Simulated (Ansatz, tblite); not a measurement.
Removing and adding an electron: W(SH)F5 (HWSF₅). Charge 0, multiplicity 1. Geometry: PBE-D4/def2-SVP. Ansatz, gas phase; energy differences of separate SCF runs; the oxidised species was run as a doublet alone; the reduced species was run as a doublet alone.

```xyz
8

W     0.0320    0.3602   -0.2439
S    -0.7168   -1.8436    0.2817
H    -0.0976   -1.9866    1.4865
F     0.7751    2.0892   -0.3839
F    -0.9727    0.0975   -1.7858
F     0.9026    0.2119    1.4030
F     1.5305   -0.1742   -1.2296
F    -1.4532    1.2457    0.4720
```

In the def2 sets W takes a core potential; there is no spin–orbit coupling. The xTB rows come from tblite. Correlated methods freeze 10 core orbitals; core or outer-core shells of W are correlated, in sets that lack core-valence functions. The rows differ in basis, and correlated rows in double-zeta sets carry the largest basis error. HOMO above LUMO, or a gap near zero within one spin, warns that the state may not be the lowest or that an electron is smeared out.

```tsv
level	−HOMO (eV)	vertical IE (eV)	−LUMO (eV)	vertical EA (eV)	HOMO–LUMO gap (eV)	IE − EA (eV)	remarks
GFN1-xTB	11.79	15.53	8.71	5.66	3.07	9.88	–
GFN2-xTB	11.99	15.82	8.50	5.90	3.49	9.92	–
HF/def2-SVP	–	10.49	–	–	–	–	test for broken spin undecided (singlet)
PBE-D4/def2-TZVP	7.65	10.78	5.30	–	2.35	–	–
PBE-D4/def2-TZVPD	7.66	–	5.32	2.26	2.34	–	HOMO above zero (-1 doublet), gap within one spin near zero (-1 doublet)
PBE0-D4/def2-TZVP	8.96	10.99	4.75	–	4.21	–	–
PBE0-D4/def2-TZVPD	8.94	–	4.74	2.90	4.21	–	–
ωB97X-V/def2-TZVP	11.16	10.98	2.61	–	8.55	–	–
ωB97X-V/def2-TZVPD	11.14	–	2.60	3.09	8.54	–	–
MP2/def2-SVP	–	10.82	–	–	–	–	test for broken spin undecided (singlet)
CCSD/def2-SVP	–	10.87	–	–	–	–	test for broken spin undecided (singlet)
CCSD(T)/def2-SVP	–	10.78	–	–	–	–	test for broken spin undecided (singlet)
```

   A HOMO above zero means that the electron is unbound at that level or that self-interaction error raises the level; the energy of removing that electron tells which. Raw xTB energy differences between charge states are shifted by several eV; the methods need an empirical correction for them.
